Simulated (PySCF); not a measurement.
Species: CH5F3GeOSi.
Atom-mapped SMILES: `[F:1][C:2]([F:3])([F:4])[SiH2:5][O:6][GeH3:7]` (hydrogens: H8, H9 on Si5; H10, H11, H12 on Ge7)

Method: PySCF 2.14.0, PBE0-D3(BJ)/def2-SVP geometry optimisation, gas phase.

Problem. What internal coordinates does the optimisation give?

Solution. 
```
                     bond  length (Å)
             F1–C2, C2–F3       1.340
                    C2–F4       1.351
                   C2–Si5       1.932
                   Si5–O6       1.641
                   O6–Ge7       1.791
           Si5–H8, Si5–H9       1.488
Ge7–H10, Ge7–H11, Ge7–H12       1.536
```

Bonds in one row agree within 0.01 Å and their mean is given. A selection of angles:
```
      angle  degrees
   F1–C2–F3    107.4
  F1–C2–Si5    112.3
  F3–C2–Si5    112.7
  F4–C2–Si5    110.3
  C2–Si5–O6    108.1
  C2–Si5–H8    107.9
  C2–Si5–H9    105.7
  O6–Si5–H8    110.4
  O6–Si5–H9    112.9
  H8–Si5–H9    111.5
 Si5–O6–Ge7    137.3
 O6–Ge7–H10    107.9
 O6–Ge7–H11    105.0
H10–Ge7–H11    112.0
```

Dihedral angles: F1–C2–Si5–O6 176° (antiperiplanar); C2–Si5–O6–Ge7 -45° (synclinal). The mirror-image conformer, all signs reversed, is as good.

Si5 (oxygen-bound silicon) is distorted tetrahedral (angles from 105.7° to 112.9°). O6 (oxygen bonded to Ge and Si) is bent (angle 137.3°). Ge7 (germanium bonded to O and 3 H) is distorted tetrahedral (angles from 105.0° to 112.0°).

Point group: C1 (no symmetry element, even within 0.4 Å). No PBE0-D3(BJ)/def2-SVP frequencies stand behind this structure, so it isn't proved a minimum. The numbers are those of one conformer.
